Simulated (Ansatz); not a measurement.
Worked example: C2H5ClSi + CH4BO2 → C2H4ClSi + CH5BO2

Species: C2H5ClSi `C=C[SiH2]Cl`, singlet; CH4BO2 `CO[B]O`, doublet; C2H4ClSi `C=C[SiH]Cl`, doublet; CH5BO2 `COBO`, singlet. A radical takes H: the energy is the difference in strength between the Si–H bond broken and the B–H bond made.

Shapes, held fixed at every level: PBE0-D4/def2-TZVP. Flexible molecules stand in one conformer, not always the lowest. Programs: Ansatz 0.2.0. Electronic energies: no zero-point or thermal term.

At CCSD(T)/CBS estimate; 1 Eh = 2625.50 kJ/mol:

| species | energy (Eh) |
| --- | --- |
| C2H5ClSi | -827.997513 |
| CH4BO2 | -215.611149 |
| C2H4ClSi | -827.342605 |
| CH5BO2 | -216.292551 |

Task: Work out ΔE of the reaction at this level.

Result: 
1. Products less reactants: (-827.342605) + (-216.292551) − [(-827.997513) + (-215.611149)] = -0.026494 Eh = -69.6 kJ/mol.

Other levels give -78.5 (PBE-D4/def2-TZVPP) to -53.9 kJ/mol (MP2/def2-TZVPP). No measured value is set beside it here. Spin contamination: C2H4ClSi (⟨S²⟩ up to 0.87). Open shells run unrestricted. The CBS estimate extrapolates MP2 from def2-TZVPP and def2-QZVPP and adds CCSD(T) − MP2 in the triple-zeta set, cores frozen.
